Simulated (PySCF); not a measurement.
Geometries of 3 isomers of C7H7N, from PBE0-D3(BJ)/def2-SVP geometry optimisation, gas phase in PySCF 2.14.0. One conformer each, no zero-point energy, no frequencies.

Question: Which isomer lies lowest at this level?
A.
```xyz
15
angstrom
N      0.347   -2.730    1.510
C      0.227   -1.763    0.882
C      0.067   -0.571    0.098
C     -1.301   -0.276   -0.516
C     -1.399    1.224   -0.450
C     -0.357    1.777    0.182
C      0.659    0.761    0.567
C      1.287    0.015   -0.571
H     -2.104   -0.759    0.066
H     -1.381   -0.666   -1.545
H     -2.235    1.777   -0.883
H     -0.224    2.844    0.368
H      1.197    0.833    1.516
H      2.233   -0.499   -0.385
H      1.159    0.417   -1.580
```
B.
```xyz
15
angstrom
C     -2.986   -0.740   -0.011
C     -1.666   -0.891   -0.211
C     -0.672    0.061    0.226
C      0.660   -0.085    0.029
C      1.630    0.878    0.474
C      2.971    0.779    0.305
C      3.589   -0.322   -0.351
N      4.096   -1.220   -0.885
H     -3.706   -1.484   -0.358
H     -3.384    0.137    0.508
H     -1.298   -1.781   -0.735
H     -1.035    0.954    0.750
H      1.032   -0.974   -0.493
H      1.252    1.764    0.994
H      3.638    1.561    0.677
```
C.
```xyz
15
angstrom
C      1.438    2.310   -0.110
C      0.923    1.640    0.923
C      0.168    0.362    0.840
C      0.540   -0.620   -0.232
C     -0.754   -1.366   -0.328
C     -1.298   -2.090    0.807
N     -1.736   -2.663    1.713
C     -0.714    0.129   -0.352
H      1.342    1.956   -1.142
H      1.980    3.247    0.039
H      1.050    2.042    1.933
H     -0.166   -0.040    1.807
H      1.434   -0.688   -0.849
H     -0.956   -1.857   -1.287
H     -1.098    0.832   -1.090
```

Answer: A. That is `N#C[C@@]12CC=C[C@@H]1C2`, 10.9 kcal/mol below the next.

```tsv
SMILES	atoms numbered as above	E (Eh)	relative (kcal/mol)	relative (kJ/mol)	dipole (D)
N#C[C@@]12CC=C[C@@H]1C2	[N:1]#[C:2][C@@:3]12[CH2:4][CH:5]=[CH:6][C@@H:7]1[CH2:8]2	-325.03810	0.0	0.0	4.15
C=C/C=C/C=C\C#N	[CH2:1]=[CH:2]/[CH:3]=[CH:4]/[CH:5]=[CH:6]\[C:7]#[N:8]	-325.02075	10.9	45.6	4.49
C=C[C@@H]1[C@H]2[C@@H](C#N)[C@@H]12	[CH2:1]=[CH:2][C@@H:3]1[C@H:4]2[C@@H:5]([C:6]#[N:7])[C@@H:8]12	-324.97656	38.6	161.6	4.48
```

As drawn, the lowest has a quaternary carbon, which the highest lacks.
